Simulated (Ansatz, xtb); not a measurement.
**C4H2F2Se: which of two isomers lies lower**

We compare I, `Fc1c[se]c(F)c1`, a singlet, with II, `Fc1cc[se]c1F`, a singlet. Both are isolated molecules in the gas phase, relaxed with r2SCAN-D4/def2-SVP.

Quicker runs give these differences E(II) − E(I): GFN2-xTB +0.146 eV; HF/STO-3G +0.126 eV (at GFN2-xTB geometries); r2SCAN-D4/def2-SVP//GFN2-xTB +0.183 eV.

Problem. Estimate E(II) − E(I) at the level CCSD(T)/def2-SVP + ΔMP2/def2-TZVPP.

Solution. Calculated at CCSD(T)/def2-SVP + ΔMP2/def2-TZVPP: E(II) − E(I) = +0.154 eV, so structure I lies lower.

How the difference moves with the method:

```csv
level,geometry,E(II) − E(I) (eV),departure from the last row (eV),"job, with rough time for the two"
GFN2-xTB,GFN2-xTB,+0.146,−0.008,"optimisation, 0.12 s"
HF/STO-3G,GFN2-xTB,+0.126,−0.028,"single point, 0.44 s"
r2SCAN-D4/def2-SVP//GFN2-xTB,GFN2-xTB,+0.183,+0.029,"single point, 2.7 s"
r2SCAN-D4/def2-SVP,r2SCAN-D4/def2-SVP,+0.181,+0.027,"optimisation, 21 s"
HF/def2-SVP,r2SCAN-D4/def2-SVP,+0.199,+0.045,part of the CCSD(T) run
MP2/def2-SVP,r2SCAN-D4/def2-SVP,+0.175,+0.021,part of the CCSD(T) run
CCSD(T)/def2-SVP,r2SCAN-D4/def2-SVP,+0.167,+0.013,single point
CCSD(T)/def2-SVP + ΔMP2/def2-TZVPP,r2SCAN-D4/def2-SVP,+0.154,,"single point, 49 s"
```

As drawn, both hold the same kinds of bond in the same numbers.

None of the levels shown reverses the order. The largest departure from CCSD(T)/def2-SVP + ΔMP2/def2-TZVPP is that of HF/def2-SVP, 0.045 eV. The last row adds to CCSD(T) the change of the MP2 difference between the two basis sets, here −0.013 eV.

With thermal terms from frequencies at re-optimised GFN2-xTB minima (ideal gas, soft modes damped towards free rotors, one conformer each, 298.15 K, 1 atm): on the last row, ΔE + ΔZPE = +0.154, ΔH = +0.156, ΔG = +0.153 eV.

The correlated steps freeze 15 core orbitals; the filled d shell of Se is correlated, in a basis made for valence electrons. Run with Ansatz 0.2.0, xtb 6.7.1; the last row on 2 threads of Intel(R) Xeon(R) 6975P-C (Granite Rapids) on a shared host.
